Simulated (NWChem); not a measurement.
System: C2H9NSi; SMILES [SiH2](CC)N

Parts of the log:

```
             Northwest Computational Chemistry Package (NWChem) 7.3.0
             --------------------------------------------------------

 C1  symmetry detected

                             Geometry "geometry" -> ""
                             -------------------------

 Output coordinates in angstroms (scale by  1.889725989 to convert to a.u.)

  No.       Tag          Charge          X              Y              Z
 ---- ---------------- ---------- -------------- -------------- --------------
    1 Si                  14.0000    -0.57662370    -0.74207727     0.16909541
    2 N                    7.0000     0.92948092    -1.49733186    -0.19499537
    3 C                    6.0000    -0.46881918     1.03912972    -0.48520217
    4 C                    6.0000     0.55033299     1.90368317     0.24814822
    5 H                    1.0000    -1.58211556    -1.52054954    -0.55605532
    6 H                    1.0000    -0.92708492    -0.69488803     1.60115602
    7 H                    1.0000     1.78549146    -1.00229319    -0.00249098
    8 H                    1.0000     1.04648229    -2.47300998     0.02430568
    9 H                    1.0000    -0.22388249     1.02685430    -1.54800570
   10 H                    1.0000    -1.45084693     1.50686069    -0.40123875
   11 H                    1.0000     0.32736241     1.94347528     1.31265103
   12 H                    1.0000     0.54675210     2.92319294    -0.13654657
   13 H                    1.0000     1.55512408     1.50388503     0.12618004

 Effective nuclear repulsion energy (a.u.)     175.8627850759

                                Z-matrix (autoz)
                                --------

 Units are Angstrom for bonds and degrees for angles

[...]

      ----------------------
      Optimization converged
      ----------------------

  Step       Energy      Delta E   Gmax     Grms     Xrms     Xmax
  ---- ---------------- -------- -------- -------- -------- --------
@   21    -425.41952007 -1.1D-07  0.00004  0.00001  0.00017  0.00036
                                     ok       ok       ok       ok

                                Z-matrix (autoz)
                                --------

 Units are Angstrom for bonds and degrees for angles

[...]

 Rotational Constants
 --------------------
 A=   0.317220 cm-1  (  0.456399 K)
 B=   0.117066 cm-1  (  0.168428 K)
 C=   0.096461 cm-1  (  0.138782 K)

 Temperature                      =   298.15K
 frequency scaling parameter      =   1.0000

 Zero-Point correction to Energy  =   67.999 kcal/mol  (  0.108363 au)
 Thermal correction to Energy     =   72.389 kcal/mol  (  0.115360 au)
 Thermal correction to Enthalpy   =   72.982 kcal/mol  (  0.116304 au)

 Total Entropy                    =   80.155 cal/mol-K
   - Translational                =   38.845 cal/mol-K (mol. weight =  75.0504)
   - Rotational                   =   25.602 cal/mol-K (symmetry #  =        1)
   - Vibrational                  =   15.708 cal/mol-K

 Cv (constant volume heat capacity) =   24.190 cal/mol-K
   - Translational                  =    2.979 cal/mol-K
   - Rotational                     =    2.979 cal/mol-K
   - Vibrational                    =   18.231 cal/mol-K

[normal modes left out]

 ----------------------------------------------------------------------------
 Normal Eigenvalue ||           Projected Infra Red Intensities
  Mode   [cm**-1]  || [atomic units] [(debye/angs)**2] [(KM/mol)] [arbitrary]
 ------ ---------- || -------------- ----------------- ---------- -----------
    1       -0.000 ||    0.000130           0.003         0.127       0.037
    2       -0.000 ||    0.000137           0.003         0.133       0.039
    3        0.000 ||    0.000085           0.002         0.083       0.024
    4        0.000 ||    0.000356           0.008         0.347       0.102
    5        0.000 ||    0.000352           0.008         0.343       0.101
    6        0.000 ||    0.000001           0.000         0.001       0.000
    7       74.704 ||    0.000284           0.007         0.277       0.081
    8      138.120 ||    0.017758           0.410        17.311       5.073
    9      186.913 ||    0.005273           0.122         5.141       1.506
   10      227.699 ||    0.002410           0.056         2.350       0.689
   11      318.160 ||    0.005065           0.117         4.938       1.447
   12      426.414 ||    0.187988           4.337       183.260      53.703
   13      555.477 ||    0.028528           0.658        27.810       8.150
   14      635.999 ||    0.002376           0.055         2.316       0.679
   15      683.980 ||    0.013758           0.317        13.412       3.930
   16      728.298 ||    0.053310           1.230        51.969      15.229
   17      824.841 ||    0.005699           0.131         5.556       1.628
   18      865.849 ||    0.091645           2.114        89.341      26.181
   19      925.524 ||    0.192185           4.434       187.352      54.902
   20      957.723 ||    0.085048           1.962        82.909      24.296
   21      984.210 ||    0.012788           0.295        12.466       3.653
   22      996.640 ||    0.088101           2.033        85.885      25.168
   23     1061.328 ||    0.013528           0.312        13.188       3.865
   24     1249.176 ||    0.002898           0.067         2.825       0.828
   25     1260.175 ||    0.005831           0.135         5.685       1.666
   26     1389.510 ||    0.001676           0.039         1.634       0.479
   27     1425.468 ||    0.005392           0.124         5.256       1.540
   28     1473.044 ||    0.005608           0.129         5.467       1.602
   29     1480.029 ||    0.006974           0.161         6.799       1.992
   30     1550.962 ||    0.047820           1.103        46.618      13.661
   31     2157.826 ||    0.191641           4.421       186.822      54.747
   32     2225.277 ||    0.143710           3.315       140.095      41.054
   33     3044.433 ||    0.033092           0.763        32.259       9.453
   34     3055.138 ||    0.010510           0.242        10.246       3.002
   35     3110.688 ||    0.001610           0.037         1.569       0.460
   36     3133.602 ||    0.021855           0.504        21.305       6.243
   37     3136.956 ||    0.026400           0.609        25.736       7.542
   38     3605.129 ||    0.024697           0.570        24.076       7.055
   39     3699.442 ||    0.028675           0.662        27.954       8.192
 ----------------------------------------------------------------------------
```

Level: PBE0/def2-SVP. 

Task: Reconstruct the input file.

Result: One answer among several that fit: the input that was run:
```
start job
memory heap 200 mb stack 900 mb global 1100 mb
geometry units angstroms
  Si     0.666098    -0.396234     0.483940
  N      1.496495     0.719734    -0.534087
  C     -1.065584    -0.634866    -0.262222
  C     -1.937054     0.614717    -0.207368
  H      1.451691    -1.629932     0.423035
  H      0.516702     0.025126     1.889637
  H      1.021564     1.555392    -0.835735
  H      2.460106     0.932056    -0.333829
  H     -0.977943    -0.960670    -1.299462
  H     -1.572765    -1.440048     0.271304
  H     -2.051454     0.960319     0.818272
  H     -2.929933     0.416646    -0.610310
  H     -1.494427     1.420296    -0.789986
end
basis spherical
  * library def2-svp
end
dft
  xc pbe0
  iterations 150
end
driver
  maxiter 120
end
task dft optimize
task dft freq
```
